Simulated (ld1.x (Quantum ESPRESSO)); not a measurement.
Ce (Z = 58): variants of one TM potential

Base potential:

cerium, norm-conserving Troullier–Martins (Kleinman–Bylander form), made with ld1.x (Quantum ESPRESSO) 7.5 (PBEsol, scalar-relativistic). Core [Xe] 4f1, reference 5d1 6s1 6p0 (charge +1). Waves: 6s (bound): rc 3.75 bohr; 5d (bound): rc 3.90 bohr; 6p (bound, empty): rc 3.15 bohr. Local part: the p channel. Core correction: none.

Cutoffs, loose and tight: the cutoffs (Ry, on a coarse ladder) from which the occupation-weighted sum of valence levels, in a spherical-Bessel basis at the reference potential, stays within 10 and 1 mRy of its value at 400 Ry. They do not see the model core or the augmentation charge, which bear on the density cutoff. Test errors are all-electron minus pseudo excitation energies from the reference, over the configurations 5d1 6s2 6p0; 5d1 6s0 6p0; 5d1 6s1.5 6p0; 5d2 6s0 6p0; 5d1 6s0 6p1; 5d0 6s2 6p1; 5d0 6s2 6p0. A dash means not determined; rows that change the core or the reference have their own tests.

A true bound ghost makes a file unfit for plane-wave use even where its test errors are small: the radial tests pick states by their node count and pass the ghost by.

| change | outcome | cutoff, loose | cutoff, tight | bound ghosts | largest test error (meV) |
| --- | --- | --- | --- | --- | --- |
| base | generated | 10 Ry | 12 Ry | s, p (extra level of the local part) | +159 |
| core correction a·sin(br)/r model core inside 1.24 bohr | generated | 10 Ry | 12 Ry | s, p (extra level of the local part) | -100 |
| core correction a·sin(br)/r model core inside 1.50 bohr | generated | 10 Ry | 12 Ry | s, p (extra level of the local part) | -100 |
| core correction a·sin(br)/r model core inside 1.84 bohr | generated | 10 Ry | 12 Ry | s, p (extra level of the local part) | -100 |
| core correction a·sin(br)/r model core inside 2.30 bohr | generated | 10 Ry | 12 Ry | s, p (extra level of the local part) | -93 |
| core correction a·sin(br)/r model core inside 2.54 bohr | generated | 10 Ry | 12 Ry | s, p (extra level of the local part) | -80 |
| core correction a·sin(br)/r model core inside 3.08 bohr | generated | 10 Ry | 12 Ry | s, p (extra level of the local part) | -35 |
| core correction a·sin(br)/r model core inside 3.50 bohr | generated | 10 Ry | 12 Ry | s, p (extra level of the local part) | +42 |
| core correction a·sin(br)/r model core inside 3.76 bohr | generated | 10 Ry | 12 Ry | s, p (extra level of the local part) | +70 |

Task: What comes out with this change to the base: core correction a·sin(br)/r model core inside 2.76 bohr?

Result: outcome: generated; cutoff, loose: 10 Ry; cutoff, tight: 12 Ry; bound ghosts: s, p (extra level of the local part); largest test error (meV): -60.
